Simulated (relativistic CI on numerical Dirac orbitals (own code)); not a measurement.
Mn+ in a cubic cluster: 3p photoemission with charge transfer

Computed with a charge-transfer multiplet model of a cubic metal-ligand cluster with up to 3 ligand holes, Slater and spin-orbit integrals from Dirac-Coulomb-Breit ions, Slater integrals scaled by 0.9. The ground state mixes d6 with configurations of k ligand holes L, whose averages lie at kΔ + k(k − 1)U_dd/2; a core hole lowers each added d electron by U_cd. 300 K, Lorentzian 0.9 eV and Gaussian 0.8 eV FWHM.

Atomic integrals in eV (Slater integrals scaled, ζ unscaled), ground: F2dd 8.104, F4dd 4.987, zeta_d 0.031; with the core hole: F2dd 9.350, F4dd 5.811, zeta_d 0.037, zeta_core 0.813, F2cd 10.431, G1cd 12.976, G3cd 7.832.

Cluster parameters (eV): Δ = 7.9, U_dd = 6.6, 10Dq = 0.8, 10Dq(ligand) = 0.2, V(eg) = 1.3, V(t2g) = -0.65, final-state hopping factor = 0.9.

```tsv
Case	n_d	d6	d7L	d8L2	d9L3	S
U_cd = 7.9 eV	6.04	0.96	0.04	0.00	0.00	2.00
U_cd = 8.5 eV	6.04	0.96	0.04	0.00	0.00	2.00
U_cd = 9.1 eV	6.04	0.96	0.04	0.00	0.00	2.00
```

Weights, n_d and S are thermal averages at 300 K. Binding energies count from the first peak over 30 % of the highest in each spectrum, which can be another peak from case to case. The parameters are a model scan and need not match a compound or its usual spin state. Peaks in eV (height, largest 100):
- U_cd = 7.9 eV: 0.0 (100), 6.6 (34), 10.5 (8), 16.3 (16), 18.5 (31), 21.1 (28)
- U_cd = 8.5 eV: 0.0 (100), 5.2 (30), 6.6 (39), 10.2 (10), 16.2 (15), 18.2 (31), 21.0 (35), 22.7 (13)
- U_cd = 9.1 eV: 0.0 (98), 2.0 (100), 5.0 (37), 6.6 (44), 9.9 (13), 17.9 (31), 21.0 (41), 22.5 (20)

For the case U_cd = 7.9 eV, Δ = 7.9 eV is larger than U_dd = 6.6 eV, the Mott-Hubbard side of the Zaanen-Sawatzky-Allen scheme. With the core hole the configuration with one ligand hole lies at Δ − U_cd = 0.0, -0.6, -1.2 eV from the one without, in the order of the table; where this is negative the screened configuration lies lower, though the effective hopping of about 1.8 eV (from the holes of the mixed ground state) mixes the two strongly wherever it is as large as the gap.
